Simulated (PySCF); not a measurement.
## One molecule, a ladder of functionals, a line

Molecule: `[SiH2](OC=O)F`, CH₃FO₂Si.

Atoms are numbered as in `[O:1]=[CH:2][O:3][SiH2:4][F:5]`. Hydrogens are named by the atom that carries them.

GIAO shieldings (ppm, equivalent atoms averaged) in PySCF 2.14.0 with density-fitted response routines on the PBE0-D3(BJ)/def2-SVP geometry, basis pcSseg-2, gas phase, non-relativistic:

```csv
functional,exact exchange (%),σ(O3),σ(Si4),σ(F5)
BLYP,0,71.4,333.7,349.5
BP86,0,75.2,337.8,351.5
PBE,0,73.6,337.6,350.7
B3LYP,20,86.6,348.9,358.0
PBE0,25,92.5,357.7,361.0
BHandHLYP,50,107.7,372.5,368.2
HF,100,140.8,416.1,382.5
```

Problem. Fit each shielding as a line in the percentage of exact exchange.

Solution. σ(O3) = 73.7 + 0.68 x (rms 1.3 ppm); σ(Si4) = 335.8 + 0.79 x (rms 2.2 ppm); σ(F5) = 351.2 + 0.32 x (rms 1.1 ppm). The functionals also differ in their semilocal parts, which the line can't hold; Hartree–Fock has no correlation at all.

Problem. What does the line predict for mPW1PW91 (25 %), and what does the run give?

Solution. σ(O3): 90.7 predicted, 92.7 computed; σ(Si4): 355.6 predicted, 357.6 computed; σ(F5): 359.2 predicted, 361.2 computed ppm.
